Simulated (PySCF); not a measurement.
SMILES F[SiH2]F (H2F2Si), CAM-B3LYP/def2-SVP optimised geometry. Atoms within 1.6 Å of the plane z = 1.0 Å (x, y, z in Å): Si1 (-0.56, -0.44, 0.00), F2 (-1.05, 1.09, 0.00), F3 (1.05, -0.44, 0.00), H5 (-1.04, -1.09, 1.24).

Calculation: PySCF 2.14.0 with CAM-B3LYP/def2-TZVP.

Map of the Laplacian of the electron density (e/bohr⁵) on the plane z = 1.0 Å:

```
|8888888888888888888888888888888|
|8888888888888888888888888888888|
|8888888888888888888888888888888|
|8888888888888888888888888888888|
|8888888888888888888888888888888|
|8888888888888888888888888888888|
|8888888888888888888888888888888|
|8888888888888888888888888888888|
|8888888889999888888888888888888|
|8888888899999988888888888888888|
|8888888899999988888888888888888|
|8888888899999988888888888888888|
|8888888899999988888888888888888|
|8888888889999988888888888888888|
|8888888888999888888998888888888|
|8888888888888888899999888888888|
|8888888888888888999999988888888|
|8888888888877888999999988888888|
|8888888888656788999999988888888|
|8888888887305788999999888888888|
|8888888898206888888888888888888|
|8888888898878888888888888888888|
|8888888889889888888888888888888|
|8888888888888888888888888888888|
|8888888888888888888888888888888|
|8888888888888888888888888888888|
|8888888888888888888888888888888|
|8888888888888888888888888888888|
|8888888888888888888888888888888|
|8888888888888888888888888888888|
|8888888888888888888888888888888|
```
Scale: ten equal steps from -0.898 (start of '0') to 0.160 (end of '9'), in the order '0123456789'; x runs from -3.50 to 3.50, y from -3.50 (bottom) to 3.50 (top).
